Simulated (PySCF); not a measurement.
In(H)(SH)2 (H3InS2), SMILES [SH][InH][SH].

Geometry optimised at B3LYP-D3(BJ)/def2-SVP. The def2 effective core potentials stand for the cores of In; spin–orbit coupling is left out. The values are those of a single conformer.

All values below come from PySCF with M06-2X/def2-TZVPD.

Symmetry labels are those of the subgroup C2v that the program uses (full group C2v).

Computed valence orbital energies around the gap with their symmetry:
```json
[
 {"orbital": "HOMO−7", "symmetry": "B2", "energy (eV)": "-21.37"},
 {"orbital": "HOMO−6", "symmetry": "A1", "energy (eV)": "-13.35"},
 {"orbital": "HOMO−5", "symmetry": "A1", "energy (eV)": "-12.35"},
 {"orbital": "HOMO−4", "symmetry": "B2", "energy (eV)": "-12.24"},
 {"orbital": "HOMO−3", "symmetry": "A1", "energy (eV)": "-9.57"},
 {"orbital": "HOMO−2", "symmetry": "B2", "energy (eV)": "-9.50"},
 {"orbital": "HOMO−1", "symmetry": "B1", "energy (eV)": "-8.98"},
 {"orbital": "HOMO", "symmetry": "A2", "energy (eV)": "-8.51"},
 {"orbital": "LUMO", "symmetry": "B1", "energy (eV)": "-1.12"},
 {"orbital": "LUMO+1", "symmetry": "A1", "energy (eV)": "-0.68"},
 {"orbital": "LUMO+2", "symmetry": "A1", "energy (eV)": "-0.09"},
 {"orbital": "LUMO+3", "symmetry": "B2", "energy (eV)": "0.04"}
]
```
